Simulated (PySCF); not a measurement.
Compound: C5H4F4O2.
Z-matrix (Å and degrees, PBE0-D3(BJ)/def2-SVP geometry), rows numbered from 1:
```
F 
C   1  1.3299
F   2  1.3500  1  108.06
O   2  1.3636  1  107.22  3  -118.77
C   4  1.4030  2  114.35  1  -167.08
O   5  1.4028  4  109.63  2    71.69
C   6  1.3634  5  114.43  4    72.90
F   7  1.3490  6  110.14  5    77.22
F   7  1.3303  6  107.32  5  -165.43
C   5  1.4587  4  122.67  2   -75.99
C  10  1.3083  5   63.36  4  -104.34
H   2  1.1043  1  110.24  3   118.11
H   7  1.1046  6  112.84  5   -43.83
H  10  1.0870  5  146.33 11   179.26
H  11  1.0873  5  146.43 10   179.56
```

Level: PBE0/pcSseg-1 and wB97X-D/def2-SVPD in PySCF, non-relativistic, on one gas-phase PBE0-D3(BJ)/def2-SVP geometry that isn't relaxed in the solvent. The solvent is an IEF-PCM continuum (cavity from Bondi-type radii × 1.2). The model holds no explicit solvent molecules, cavitation or dispersion.

Gas phase at PBE0/pcSseg-1: HOMO -8.78 eV, LUMO -0.80 eV, dipole 1.97 D.

Task: What does the continuum do to the energy, the frontier levels and the dipole at PBE0/pcSseg-1 in chloroform?

Result: 
```tsv
solvent	ε	E(solvent) − E(gas) (kcal/mol)	polarisation term (kcal/mol)	distortion of the solute (kcal/mol)	HOMO (eV)	LUMO (eV)	dipole (D)
chloroform	4.711	-5.08	-5.47	0.39	-8.58	-0.51	2.21
```

The polarisation term is half the interaction of the solute with the surface charges that it induces; the rest is the cost of distorting the solute's density. The sum is the electrostatic part of solvation alone.

Task: Which radius a makes the point-dipole formula ΔE = −[(ε − 1)/(2ε + 1)]·μ²/a³ give the value in chloroform, with the gas-phase dipole?

Result: μ = 0.775 au and |ΔE| = 0.00809 Eh give a = 1.58 Å; the farthest nucleus lies 3.11 Å from the centroid of the nuclei, so such a sphere wouldn't even hold the nuclei. The formula assumes a rigid point dipole at the centre of a sphere.

Task: Which Mulliken charges (PBE0/pcSseg-1) respond most in chloroform (means over atoms taken as equivalent)?

Result: 
```json
{"atoms": "H12/H13", "environment": "methine hydrogen", "gas (e)": "+0.093", "solvent (e)": "+0.110", "change": "+0.017"}
{"atoms": "H14/H15", "environment": "vinylic hydrogen", "gas (e)": "+0.117", "solvent (e)": "+0.132", "change": "+0.015"}
{"atoms": "O4/O6", "environment": "ether oxygen", "gas (e)": "-0.458", "solvent (e)": "-0.470", "change": "-0.012"}
{"atoms": "F1/F3/F8/F9", "environment": "fluorine of a CF2 group", "gas (e)": "-0.280", "solvent (e)": "-0.288", "change": "-0.008"}
{"atoms": "C5", "environment": "sp3 carbon bearing two oxygens", "gas (e)": "+0.248", "solvent (e)": "+0.244", "change": "-0.004"}
{"atoms": "C10/C11", "environment": "alkene CH carbon", "gas (e)": "-0.004", "solvent (e)": "-0.005", "change": "-0.001"}
{"atoms": "C2/C7", "environment": "CHF2 carbon", "gas (e)": "+0.688", "solvent (e)": "+0.688", "change": "0.000"}
```

Task: How do the nuclear quadrupole coupling constants eQVzz/h respond in chloroform?

Result: 
| nucleus | Q (barn) | gas (MHz) | solvent (MHz) | η gas | η solvent |
| --- | --- | --- | --- | --- | --- |
| 17O at O4 | -0.0256 | -11.17 | -11.12 | 0.93 | 0.93 |
| 17O at O6 | -0.0256 | -11.18 | -11.13 | 0.93 | 0.93 |

Gas phase at wB97X-D/def2-SVPD: HOMO -10.75 eV, LUMO 0.97 eV, dipole 2.06 D.

Task: What does the continuum do to the energy, the frontier levels and the dipole at wB97X-D/def2-SVPD in chloroform?

Result: 
| solvent | ε | E(solvent) − E(gas) (kcal/mol) | polarisation term (kcal/mol) | distortion of the solute (kcal/mol) | HOMO (eV) | LUMO (eV) | dipole (D) |
| --- | --- | --- | --- | --- | --- | --- | --- |
| chloroform | 4.711 | -5.11 | -5.59 | 0.48 | -10.53 | 1.29 | 2.30 |

Task: How does the static polarisability (wB97X-D/def2-SVPD, frozen core, with the continuum's full static response) change?

Result: 
```tsv
medium	isotropic (au)	principal values (au)	⟨r²⟩ of the electrons (bohr²)
gas	66.6	57.9, 70.7, 71.1	1764.0
chloroform	78.5	69.5, 82.7, 83.3	1764.3
```

The isotropic value in chloroform is 1.18 times the gas-phase one; no cavity-field correction is applied. ⟨r²⟩ is taken about the centre of nuclear charge.

The pairwise dispersion term of wB97X-D wasn't added to the energies; at a given geometry it leaves orbitals and properties as they are.
